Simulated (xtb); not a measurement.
aminoborane (H₄BN), singlet, at a GFN2-xTB geometry, atoms displaced at random by about 0.06 Å a coordinate; GFN2-xTB in xtb.

xtb was given this input:
```
$ xtb mol.xyz --gfn 2 --chrg 0 --uhf 0 --ohess --json

# file mol.xyz
6

B     -0.77073248     0.07592451    -0.03051896
N      0.76693646     0.04527010     0.02713983
H     -1.42559161    -0.93284713    -0.08761639
H     -1.29029564     1.12066707     0.07089160
H      1.29458915     0.79445626    -0.03285285
H      1.07842232    -0.91931272    -0.03145307
```

What the program printed (banner, timings and long lists left out):

```
   ID    Z sym.   atoms
    1    5 B      1
    2    7 N      2
    3    1 H      3-6

           -------------------------------------------------
          |                Calculation Setup                |
           -------------------------------------------------

           -------------------------------------------------
          |                 G F N 2 - x T B                 |
           -------------------------------------------------

          ...................................................
          :                      SETUP                      :
          :.................................................:
          :  # basis functions                  12          :
          :  # atomic orbitals                  12          :
          :  # shells                            8          :
          :  # electrons                        12          :
          :  max. iterations                   250          :
          :  Hamiltonian                  GFN2-xTB          :
          :  restarted?                      false          :
          :  GBSA solvation                  false          :
          :  PC potential                    false          :
          :  electronic temp.          300.0000000     K    :
          :  accuracy                    1.0000000          :
          :  -> integral cutoff          0.2500000E+02      :
          :  -> integral neglect         0.1000000E-07      :
          :  -> SCF convergence          0.1000000E-05 Eh   :
          :  -> wf. convergence          0.1000000E-03 e    :
          :  Broyden damping             0.4000000          :
          :  net charge                          0          :
          :  unpaired electrons                  0          :
          ...................................................

 iter      E             dE          RMSdq      gap      omega  full diag
   1     -6.1795213 -0.617952E+01  0.102E+01    5.00       0.0  T
   2     -6.2513624 -0.718412E-01  0.675E+00    4.19       1.0  T
   3     -6.2361956  0.151668E-01  0.398E+00    5.44       1.0  T
   4     -6.2713078 -0.351122E-01  0.150E+00    5.07       1.0  T
   5     -6.2725060 -0.119822E-02  0.363E-01    5.08       1.0  T
   6     -6.2729882 -0.482168E-03  0.174E-01    4.99       1.0  T
   7     -6.2730781 -0.899096E-04  0.482E-02    5.02       1.0  T
   8     -6.2730837 -0.561552E-05  0.181E-02    5.00       2.2  T
   9     -6.2730845 -0.762138E-06  0.220E-03    5.00      18.6  T
[...]
         :: total energy              -6.187163127166 Eh    ::
 * total energy  :    -6.1871631 Eh     change       -0.2836398E-10 Eh
 * total energy  :    -6.2090027 Eh     change       -0.2183957E-01 Eh
 * total energy  :    -6.2110067 Eh     change       -0.2004011E-02 Eh
 * total energy  :    -6.2130002 Eh     change       -0.1993445E-02 Eh
 * total energy  :    -6.2135560 Eh     change       -0.5558856E-03 Eh
 * total energy  :    -6.2140877 Eh     change       -0.5316793E-03 Eh
 * total energy  :    -6.2141287 Eh     change       -0.4097465E-04 Eh
 * total energy  :    -6.2141404 Eh     change       -0.1168847E-04 Eh
 * total energy  :    -6.2141411 Eh     change       -0.6892950E-06 Eh
   *** GEOMETRY OPTIMIZATION CONVERGED AFTER 9 ITERATIONS ***
         :: total energy              -6.214141072398 Eh    ::
[...]
          :  rotational number                       2      :
          :  scaling factor                  1.0000000      :
          :  rotor cutoff                   50.0000000 cm⁻¹ :
          :  imag. cutoff                  -20.0000000 cm⁻¹ :
          :.................................................:

    mode    ω/cm⁻¹     T·S(HO)/kcal·mol⁻¹    T·S(FR)/kcal·mol⁻¹   T·S(vib)
   ------------------------------------------------------------------------
   ------------------------------------------------------------------------

   temp. (K)  partition function   enthalpy   heat capacity  entropy
                                   cal/mol     cal/K/mol   cal/K/mol   J/K/mol
 298.15  VIB   1.14                  282.613      3.711      1.202
         ROT  0.141E+04              888.752      2.981     17.389
         INT  0.160E+04             1171.365      6.692     18.591
         TR   0.150E+27             1481.254      4.968     35.996
         TOT                        2652.6191    11.6598    54.5869   228.3917

       T/K    H(0)-H(T)+PV         H(T)/Eh          T*S/Eh         G(T)/Eh
   ------------------------------------------------------------------------
    298.15    0.422722E-02    0.506334E-01    0.259360E-01    0.246974E-01
   ------------------------------------------------------------------------

         :::::::::::::::::::::::::::::::::::::::::::::::::::::
         ::                  THERMODYNAMIC                  ::
         :::::::::::::::::::::::::::::::::::::::::::::::::::::
         :: total free energy          -6.189443670532 Eh   ::
         ::.................................................::
         :: total energy               -6.214141072398 Eh   ::
         :: zero point energy           0.046406189855 Eh   ::
         :: G(RRHO) w/o ZPVE           -0.021708787989 Eh   ::
         :: G(RRHO) contrib.            0.024697401866 Eh   ::
         :::::::::::::::::::::::::::::::::::::::::::::::::::::

optimized geometry written to: xtbopt.xyz

           -------------------------------------------------
          | TOTAL ENERGY               -6.214141072398 Eh   |
          | TOTAL ENTHALPY             -6.163507664939 Eh   |
          | TOTAL FREE ENERGY          -6.189443670532 Eh   |
          | GRADIENT NORM               0.000726450197 Eh/α |
          | HOMO-LUMO GAP               6.070318947518 eV   |
           -------------------------------------------------

normal termination of xtb
```
